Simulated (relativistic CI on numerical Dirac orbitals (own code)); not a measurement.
Hyperfine structure of Tm XLIII, mass number 169

Method of calculation: Dirac-Coulomb-Breit CI, separate exchange-only KLI orbitals for each configuration, a model potential for QED, unscaled Slater integrals (own radial code, finite nucleus).

Configurations in the expansion (outside the closed core [Ne]): 3s²3p⁶3d⁹, 3s²3p⁵3d¹⁰, 3s3p⁶3d¹⁰, 3s²3p⁶3d⁸4s, 3s²3p⁶3d⁸4p, 3s²3p⁶3d⁸4d, 3s²3p⁴3d¹⁰4s, 3s²3p⁴3d¹⁰4p, 3s²3p⁵3d⁹4s, 3s²3p⁶3d⁸4f, 3s²3p⁴3d¹⁰4d, 3s²3p⁵3d⁹4p, 3s3p⁵3d¹⁰4s, 3s3p⁵3d¹⁰4p, 3s²3p⁶3d⁷4s², 3s²3p⁵3d⁹4d. Levels of other configurations are missing.

Nuclear spin I = 1/2, μ = -0.231 μN (tables of Stone and Pyykkö). The electronic factors are computed for point nuclear moments, without core polarisation or the Bohr-Weisskopf and QED corrections.

```tsv
Level	E (10³ cm⁻¹)	A (GHz)
3s²3p⁶3d⁹ ²D5/2	0.0	-13.51
3s²3p⁶3d⁹ ²D3/2	381.6	-34.15
3s²3p⁵3d¹⁰ ²P°3/2	3183.4	-66.18
3s²3p⁵3d¹⁰ ²P°1/2	4946.2	-539
3s3p⁶3d¹⁰ ²S1/2	6668.2	-1711
3s²3p⁶3d⁸4s ⁴F9/2	10687.4	-77.33
3s²3p⁶3d⁸4s ²F7/2	10710.0	50
3s²3p⁶3d⁸4s ²D3/2	10770.5	100.3
```

Levels with J = 0, under 50 % of one LS term, or S terms without an open s electron are left out. Small factors come from cancelling terms and can be off by tens of per cent or more.

At this charge energies of transitions that change n are usually good to better than 1 %, and those within a shell (Δn = 0) to a few per cent.

Q: Give the hyperfine levels of 3s²3p⁶3d⁹ ²D5/2 relative to its centre of gravity.

A: With K = F(F + 1) − I(I + 1) − J(J + 1), E = AK/2: F = 2: 23.65, F = 3: -16.89 GHz.

LS names give the leading component of a level, which can be under half, so a name can repeat, a term be missing and a line seem to break the LS rules.
